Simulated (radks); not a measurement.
Values are calculated unless marked as measured or tabulated.
Problem. Valence configurations of Sm3+ (all share [Xe]). Code: a radial shooting solver on a logarithmic mesh with Libxc functionals. Model: Dirac Kohn-Sham, PBE, spin-unpolarised, spherical densities, point nucleus; open shells fill j = l - 1/2 first. Order these by energy: 4f5; 4f4 6s1; 4f4 6p1; 4f3 6p2; 4f3 6s2; 4f1 5d2 6s2; 4f4.5 5d0.5; 4f3.5 5d0.5 6p1; 4f3 5d1 6s1; 4f4 5d1.

Solution. From the lowest, in eV above it: 4f5 0.000; 4f4.5 5d0.5 4.559; 4f4 5d1 10.392; 4f4 6s1 14.370; 4f4 6p1 19.220; 4f3.5 5d0.5 6p1 27.057; 4f3 5d1 6s1 31.315; 4f3 6s2 37.248; 4f3 6p2 47.775; 4f1 5d2 6s2 92.749. NIST lists [Xe] 4f5 as the ground configuration; this level of theory agrees among the configurations tried. The energies are those of spherical spin-averaged densities, not of single terms.
